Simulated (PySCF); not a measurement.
Computed shifts of a molecule CH₈FNOSi₂, PySCF with PBE/pcSseg-1, GIAO, gas phase, equivalent atoms averaged, in ppm (number of nuclei): ¹³C: 4.3 (1). ²⁹Si: -6.9 (1), -39.8 (1). ¹⁵N: 43.0 (1). ¹⁹F: -165.9 (1). ¹H: 5.77 (1), 5.67 (1), 5.65 (1), 1.37 (1), 1.27 (1), 1.22 (3). References: ¹³C against TMS (σ = 182.0 ppm); ²⁹Si against TMS (σ = 335.4 ppm); ¹⁷O against H2O (σ = 334.3 ppm); ¹⁵N against NH3 (σ = 267.0 ppm); ¹⁹F against CFCl3 (σ = 133.6 ppm); ¹H against TMS (σ = 31.49 ppm), references at their B3LYP-D3(BJ)/def2-TZVP geometries, non-relativistic. The structure is a stationary point at PBE-D3(BJ)/def2-SVP. One conformer was computed; it need not be the lowest.

### Question
Which molecule gave these data?
(A) C[SiH2]O[Si@@H](N)F
(B) CN([SiH3])[Si@@H](O)F
(C) N[Si@H](O)[SiH2]CF
(D) NC[Si@H](F)[SiH2]O

### Answer
A, C[SiH2]O[Si@@H](N)F
